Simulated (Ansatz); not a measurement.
`[GeH3][I]` and `[I][GeH2][I]` differ in one atom or group.

Ansatz, PBE0-D4/def2-TZVP geometries, multiplicity 1. 

Elements past krypton have def2 core potentials. Scalar relativity is left out up to krypton.

| property | `[GeH3][I]` |
| --- | --- |
| LUMO energy (B3LYP/def2-TZVPP) / eV | -1.32 |
| size of the dipole moment (B3LYP/def2-TZVPP) / D | 1.56 |
| HOMO–LUMO gap (PBE0/def2-TZVPP) / eV | 6.52 |
| HOMO–LUMO gap (B3LYP/def2-TZVPP) / eV | 6.01 |
| HOMO energy (PBE0/def2-TZVPP) / eV | -7.59 |
| LUMO energy (PBE/def2-TZVPP) / eV | -1.91 |

Q: Give the same properties after the change, and the shifts. (Estimate.)

A: Ansatz gave: 
```
                                        property  `[I][GeH2][I]`  shift
             LUMO energy (B3LYP/def2-TZVPP) / eV           -2.15  -0.83
size of the dipole moment (B3LYP/def2-TZVPP) / D            1.18  -0.38
            HOMO–LUMO gap (PBE0/def2-TZVPP) / eV            5.78  -0.74
           HOMO–LUMO gap (B3LYP/def2-TZVPP) / eV            5.26  -0.75
              HOMO energy (PBE0/def2-TZVPP) / eV           -7.67  -0.08
               LUMO energy (PBE/def2-TZVPP) / eV           -2.70  -0.79
```

With PBE0 the HOMO falls by 0.08 eV and the LUMO falls by 0.84 eV, so the gap narrows by about 0.76 eV. PBE moves the HOMO by -0.12 eV and ωB97M-V by -0.04 eV. Dipoles are sizes alone; their direction can turn.

B3LYP here is the variant with VWN-RPA as its local correlation; programs differ in this.

Spin–orbit coupling is left out; it splits and shifts lone-pair levels of the heavy atoms by tenths of an eV.
